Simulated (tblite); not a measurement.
C5H11B2O3 (charge -1).
Cartesian coordinates in Å at the GFN2-xTB level; atoms count from 1:
```xyz
21
C5H11B2O3 angstrom
C      4.0406    0.3695   -0.0864
C      3.2764   -0.5031    0.5658
B      1.7226   -0.5512    0.5920
C      0.9420   -0.4197   -0.7766
O     -0.4425   -0.3364   -0.7710
B     -1.0676    0.6928    0.1281
O     -1.6218    0.0655    1.3746
C     -2.8790   -0.4034    1.0494
C     -3.3612    0.4400   -0.1622
O     -2.2901    1.2223   -0.5520
H      5.1230    0.3460   -0.0606
H      3.6060    1.1701   -0.6636
H      3.7991   -1.2621    1.1478
H      1.1606   -0.7339    1.6000
H      1.2065   -1.2392   -1.4719
H      1.3657    0.4912   -1.2589
H     -0.2788    1.5680    0.4053
H     -3.5528   -0.2952    1.9174
H     -2.8491   -1.4742    0.7710
H     -3.6973   -0.2210   -0.9830
H     -4.2114    1.0909    0.1165
```

Computed values, GFN2-xTB/tblite, gas phase, harmonic and unscaled. This tight-binding method is rough: wavenumbers can miss measured ones by several per cent, in bad cases by 10 to 20. Modes of hydrogen on boron can be 10 to 20 % off. One conformer, not necessarily the lowest. The optimisation stopped once no atom felt more than 0.01 eV/Å.

Lowest wavenumbers of the output (negative numbers stand for imaginary wavenumbers):
```
mode    cm-1
  1     -28.6
  2      28.0
  3      40.9
  4      62.1
  5      92.9
  6     126.8
  7     174.1
  8     227.0
```

**Question.** Is this structure a minimum?

**Answer.** Not by this Hessian. 1 mode is imaginary beyond 20i (29i cm⁻¹), so at this level the point lies at or near a first-order saddle. The curvature is small, so loose convergence or finite differences may be the whole cause.

**Question.** Which atoms move in the imaginary mode?

**Answer.** 29i: C1 (terminal =CH2 carbon) 19 %, C4 (sp3 carbon bound to oxygen) 13 %, O10 (boron-bound oxygen) 11 %. These are shares of the mass-weighted motion.

**Question.** What is the remedy?

**Answer.** Step along that mode in both directions, optimise again with tighter thresholds and repeat the frequencies. The zero-point energy of this point (98.1 kcal/mol) counts the 56 real modes alone, and thermal corrections from it aren't those of a minimum.

Hardware: one thread, Intel Xeon at 2.70 GHz (x86_64), no GPU, shared host with 64 logical CPUs at a one-minute load of 57. Cost: 1.2 s wall. This covers the Hessian and the dipole derivatives.
